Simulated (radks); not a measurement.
All-electron atom: Sb I in [Kr] 4d8.5 5s2 5p4.5 (fractional occupations, a model configuration).

Calculated with a radial shooting solver on a logarithmic mesh with Libxc functionals: Dirac Kohn-Sham, PBE, spin-unpolarised, spherical densities, point nucleus; open shells fill j = l - 1/2 first.

Energy parts (eV):
part                       energy
total                 -176377.696
kinetic                186137.725
electron-nucleus      -427817.496
Hartree                 69927.720
exchange-correlation    -4625.645

Orbitals (lengths in bohr, moments of r in powers of bohr; r(90%) holds 90 % of the orbital's charge):
| orbital | occ. | eigenvalue (eV) | r(90%) |
|---|---|---|---|
| 1s1/2 | 2 | -30297.18 | 0.0511 |
| 2s1/2 | 2 | -4619.913 | 0.189 |
| 2p1/2 | 2 | -4322.719 | 0.169 |
| 2p3/2 | 4 | -4070.923 | 0.177 |
| 3s1/2 | 2 | -915.5943 | 0.486 |
| 3p1/2 | 2 | -794.1973 | 0.483 |
| 3p3/2 | 4 | -747.7053 | 0.499 |
| 3d3/2 | 4 | -533.5283 | 0.478 |
| 3d5/2 | 6 | -523.8624 | 0.483 |
| 4s1/2 | 2 | -159.1881 | 1.13 |
| 4p1/2 | 2 | -117.8194 | 1.21 |
| 4p3/2 | 4 | -109.0176 | 1.25 |
| 4d3/2 | 4 | -43.0437 | 1.51 |
| 4d5/2 | 4.5 | -41.7101 | 1.53 |
| 5s1/2 | 2 | -15.5102 | 3.06 |
| 5p1/2 | 2 | -6.9119 | 3.86 |
| 5p3/2 | 2.5 | -6.1111 | 4.05 |

The highest occupied level is 5p3/2 at -6.111 eV. Summed over all electrons, <r^2> = 64.12 bohr^2, which gives a Langevin (diamagnetic) susceptibility term of -50.8 x 10^-6 cm^3/mol.
